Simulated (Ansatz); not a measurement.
Geometry optimisation, Ansatz 0.2.0, RKS B3LYP-D4/def2-SVP.

Input:

```yaml
crystal:
  periodic: [false, false, false]
  atoms:
    - { symbol: C, position_ang: [-0.5746, 0.6946, -0.1919] }
    - { symbol: Se, position_ang: [0.7242, 0.4113, 1.158] }
    - { symbol: C, position_ang: [1.0912, -1.286, 0.4141] }
    - { symbol: "N", position_ang: [1.4399, -2.3165, -0.0224] }
    - { symbol: H, position_ang: [-0.1541, 0.7088, -1.2279] }
    - { symbol: H, position_ang: [-1.0774, 1.7535, -0.0377] }
    - { symbol: H, position_ang: [-1.3879, -0.0336, -0.138] }
basis:
  gaussian: { orbitals: def2-SVP }
hamiltonian:
  xc: b3lyp
  dispersion: d4
relax:
  f_tol: 0.02
  max_steps: 50
```

Run as:

```bash
$ ansatz run input.yaml --threads 2 --pin off --max-ram 3072MiB --backend cpu --events-out ev --progress --plain --runs-dir out
```

Question: Where does it end, and by what steps?

Answer: The run converged. After 7 steps the energy has fallen by 0.264 eV; N4 moved furthest, 0.11 Å.

```json
{"step": "0", "energy less start (eV)": "0.0000", "largest force component (eV/Å)": "2.790", "accepted": "yes"}
{"step": "1", "energy less start (eV)": "-0.2136", "largest force component (eV/Å)": "0.789", "accepted": "yes"}
{"step": "2", "energy less start (eV)": "-0.2590", "largest force component (eV/Å)": "0.155", "accepted": "yes"}
{"step": "3", "energy less start (eV)": "-0.2626", "largest force component (eV/Å)": "0.072", "accepted": "yes"}
{"step": "4", "energy less start (eV)": "-0.2634", "largest force component (eV/Å)": "0.073", "accepted": "yes"}
{"step": "5", "energy less start (eV)": "-0.2630", "largest force component (eV/Å)": "0.451", "accepted": "no"}
{"step": "6", "energy less start (eV)": "-0.2638", "largest force component (eV/Å)": "0.059", "accepted": "yes"}
{"step": "7", "energy less start (eV)": "-0.2641", "largest force component (eV/Å)": "0.004", "accepted": "yes"}
```

```xyz
7
Properties=species:S:1:pos:R:3
C -0.654 0.751 -0.243
Se 0.732 0.342 1.098
C 1.187 -1.321 0.444
N 1.498 -2.373 0.057
H -0.209 0.773 -1.245
H -1.031 1.748 0.025
H -1.462 0.013 -0.182
```

Run time: 16 s on 2 threads of Intel(R) Xeon(R) 6975P-C (Granite Rapids), on a shared host, peak memory 0.21 GiB.
